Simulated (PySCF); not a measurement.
**Computed spin Hamiltonian**

Species: C₇H₁₀N (doublet state).
Atom-mapped SMILES: `[CH3:1][NH:2][C@@H:3]1[C@@H:4]2[CH:5][C@H:6]3[C@@H:7]2[C@@H:8]13` (hydrogens: H9, H10, H11 on C1; H12 on N2; H13 on C3; H14 on C4; H15 on C5; H16 on C6; H17 on C7; H18 on C8)

Structure used (GFN2-xTB), in Å, numbered top down from 1:
```xyz
18
C7H10N angstrom
C      2.494    0.287   -0.089
N      1.327   -0.289   -0.720
C      0.299   -0.695    0.193
C     -1.067   -1.016   -0.460
C     -1.364    0.265   -1.197
C     -1.512    0.955    0.093
C     -1.764   -0.385    0.782
C     -0.482    0.331    1.031
H      3.214    0.555   -0.860
H      2.274    1.181    0.513
H      2.944   -0.463    0.563
H      0.913    0.360   -1.390
H      0.677   -1.504    0.823
H     -1.261   -1.990   -0.890
H     -2.010    0.379   -2.045
H     -1.951    1.918    0.294
H     -2.572   -0.707    1.410
H     -0.168    0.826    1.936
```

The hyperfine couplings belong to this conformer and change with its torsions.

Computed, not measured: UKS B3LYP, pcH-1 on C H N, non-relativistic, mean-field spin-orbit, GIAO (PySCF). Isolated species at its GFN2-xTB geometry (one conformer only). A GFN2-xTB geometry isn't a minimum of the functional, and hyperfine couplings can be far from their values at a DFT geometry. The SCF solution wasn't tested for stability.

```json
{
  "g1, g2, g3": "2.00198, 2.00278, 2.00297",
  "g_iso": "2.00258",
  "Form of g": "rhombic: the two nearest values differ by 19 % of g3 − g1",
  "⟨S²⟩": "0.7540 (exact 0.7500)",
  "HOMO–LUMO gap, α and β orbitals": "6.04, 4.63 eV",
  "Total energy": "-327.35881 Eh"
}
```

Isotropic coupling and dipolar principal values T1 to T3, in 10⁻⁴ cm⁻¹ (1 × 10⁻⁴ cm⁻¹ = 2.998 MHz):

```json
{"atom": "C1", "isotope": "13C", "a_iso": "-0.4", "T1": "-0.2", "T2": "-0.1", "T3": "0.3", "Mulliken spin population": "0.00"}
{"atom": "N2", "isotope": "14N", "a_iso": "0.4", "T1": "-0.7", "T2": "-0.5", "T3": "1.2", "Mulliken spin population": "0.02"}
{"atom": "C3", "isotope": "13C", "a_iso": "4.2", "T1": "-1.1", "T2": "-0.5", "T3": "1.6", "Mulliken spin population": "0.02"}
{"atom": "C4", "isotope": "13C", "a_iso": "-6.6", "T1": "-1.0", "T2": "-0.5", "T3": "1.6", "Mulliken spin population": "-0.05"}
{"atom": "C5", "isotope": "13C", "a_iso": "45.6", "T1": "-24.6", "T2": "-24.2", "T3": "48.8", "Mulliken spin population": "0.93"}
{"atom": "C6", "isotope": "13C", "a_iso": "-6.0", "T1": "-1.7", "T2": "-0.7", "T3": "2.4", "Mulliken spin population": "-0.05"}
{"atom": "C7", "isotope": "13C", "a_iso": "37.4", "T1": "-4.0", "T2": "-3.5", "T3": "7.5", "Mulliken spin population": "0.11"}
{"atom": "C8", "isotope": "13C", "a_iso": "5.8", "T1": "-1.6", "T2": "-1.0", "T3": "2.5", "Mulliken spin population": "0.03"}
{"atom": "H9", "isotope": "1H", "a_iso": "0.3", "T1": "-0.4", "T2": "-0.3", "T3": "0.7", "Mulliken spin population": "0.00"}
{"atom": "H10", "isotope": "1H", "a_iso": "0.3", "T1": "-0.4", "T2": "-0.4", "T3": "0.8", "Mulliken spin population": "0.00"}
{"atom": "H11", "isotope": "1H", "a_iso": "2.2", "T1": "-0.3", "T2": "-0.3", "T3": "0.6", "Mulliken spin population": "0.00"}
{"atom": "H12", "isotope": "1H", "a_iso": "-2.6", "T1": "-4.1", "T2": "-1.5", "T3": "5.6", "Mulliken spin population": "0.00"}
{"atom": "H13", "isotope": "1H", "a_iso": "-0.7", "T1": "-0.8", "T2": "-0.7", "T3": "1.5", "Mulliken spin population": "0.00"}
{"atom": "H14", "isotope": "1H", "a_iso": "1.9", "T1": "-1.5", "T2": "-1.0", "T3": "2.5", "Mulliken spin population": "0.00"}
{"atom": "H15", "isotope": "1H", "a_iso": "-11.7", "T1": "-11.7", "T2": "-0.2", "T3": "11.9", "Mulliken spin population": "-0.03"}
{"atom": "H16", "isotope": "1H", "a_iso": "-0.3", "T1": "-1.6", "T2": "-0.8", "T3": "2.4", "Mulliken spin population": "0.00"}
{"atom": "H17", "isotope": "1H", "a_iso": "7.7", "T1": "-2.1", "T2": "-0.7", "T3": "2.8", "Mulliken spin population": "0.01"}
{"atom": "H18", "isotope": "1H", "a_iso": "1.7", "T1": "-1.0", "T2": "-0.5", "T3": "1.5", "Mulliken spin population": "0.00"}
```

Largest spin populations (Mulliken): C5 (+0.93) and C7 (+0.11). C5 is the only atom above +0.15. The angles at C5 add up to 341.7°, so it is pyramidal.

Axes: g1 points within 14° of the C7–C8 bond.

Under fast tumbling the dipolar parts average out, and these isotropic splittings remain (the largest six): 1 × 1H (H15, I = 1/2, 2 lines) with 1.25 mT, 1 × 1H (H17, I = 1/2, 2 lines) with 0.82 mT, 1 × 1H (H12, I = 1/2, 2 lines) with 0.28 mT, 1 × 1H (H14, I = 1/2, 2 lines) with 0.21 mT, 1 × 1H (H18, I = 1/2, 2 lines) with 0.18 mT and 3 × 1H (H9/H10/H11, I = 1/2, 4 lines) with 0.10 mT.

Means are taken over nuclei equivalent by connectivity, which assumes that they swap fast. The three 1H nuclei of mean +2.7 MHz run from 0.8 to 6.6 MHz in the frozen geometry.

The 13C coupling of C5 (136.7 MHz) shows only in satellite lines or after enrichment, since that isotope makes up about 1.07 % of natural carbon.
